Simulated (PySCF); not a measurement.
A PySCF script (with the pyscf-properties extension) for the NMR shieldings of `InChI=1S/C7H4O3S/c8-7(9)4-3-10-5-1-2-11-6(4)5/h1-3H,(H,8,9)/p-1`, on a GFN2-xTB geometry:

```python
import basis_set_exchange as bse
import numpy as np
from pyscf import gto, dft
from pyscf.prop import nmr

atoms = """
O    -2.197421    2.126711    0.775207
C    -2.503030    0.964234    0.492602
O    -3.605568    0.407984    0.448163
C    -1.293065    0.048376    0.133043
C    -1.302462   -1.265948   -0.220026
O    -0.051211   -1.775364   -0.474060
C     0.793147   -0.739327   -0.274123
C     2.186842   -0.551115   -0.355062
C     2.504063    0.734976   -0.038831
S     1.130377    1.730431    0.358919
C     0.083263    0.395721    0.097845
H    -2.126638   -1.942898   -0.324531
H     2.899158   -1.309657   -0.627173
H     3.481867    1.175405   -0.014138
"""
names = dict.fromkeys(["O", "C", "S", "H"], "pcSseg-1")
basis = {el: gto.basis.parse(bse.get_basis(n, elements=[el], fmt="nwchem")) for el, n in names.items()}
mol = gto.M(atom=atoms, basis=basis, charge=-1, verbose=0)
mf = dft.RKS(mol, xc="PBE0")
mf.grids.level = 2
mf.grids.alignment = dft.numint.BLKSIZE   # the property module wants whole blocks of grid points
mf.conv_tol = 1e-9
mf.kernel()

calc = nmr.RKS(mf)   # GIAO
C = mf.mo_coeff
Co = C[:, mf.mo_occ > 0]
resp = mf.gen_response(singlet=True, hermi=2)
def vind(x):   # induced exchange potential for any number of trial vectors
    d = np.einsum("pi,xij,qj->xpq", C, 2 * x.reshape(-1, C.shape[1], Co.shape[1]), Co, optimize=True)
    return np.einsum("xpq,pi,qj->xij", resp(d - d.transpose(0, 2, 1)), C, Co, optimize=True).ravel()
mo1, _ = nmr.rhf.solve_mo1(calc, with_cphf=vind)
sigma = calc.kernel(mo1)
for i, s in enumerate(sigma):   # ppm
    print("%2d %-2s %9.2f" % (i, mol.atom_pure_symbol(i), np.trace(s) / 3))
```

Q: Give the expected output.

A: 
```
 0 O      -6.98
 1 C      25.33
 2 O       9.68
 3 C      48.10
 4 C      34.93
 5 O      85.45
 6 C      26.59
 7 C      75.62
 8 C      60.26
 9 S     355.63
10 C      45.42
11 H      24.21
12 H      25.13
13 H      25.23
```

These numbers come from an equivalent density-fitted implementation of the same equations, which agrees with the script to about 0.01 ppm for H and up to a few tenths of a ppm for heavy atoms, so last digits may differ.

Q: Turn these shieldings into chemical shifts. δ = σ(ref) − σ, references computed at the same level: 17O (σ = 336.08 ppm) against H2O; 13C (σ = 186.93 ppm), 1H (σ = 31.72 ppm) against TMS; 33S (σ = 503.73 ppm) vs CS2.

A: Averaging equivalent atoms: O 0/2: 334.7; O 5: 250.6; C 1: 161.6; C 6: 160.3; C 4: 152.0; C 10: 141.5; C 3: 138.8; C 8: 126.7; C 7: 111.3; S 9: 148; H 11: 7.51; H 12: 6.59; H 13: 6.49 ppm. Unscaled 17O shifts of doubly bonded oxygen tend to come out too high, by tens of ppm or more. Experimental scales use liquid or dissolved standards, which lie at an offset from isolated H2O (liquid H2O: subtract about 36 ppm).

Size and cost of the density-fitted run: 209 basis functions, 69 s wall time on 1 thread of an Arm Neoverse N1, shared host.
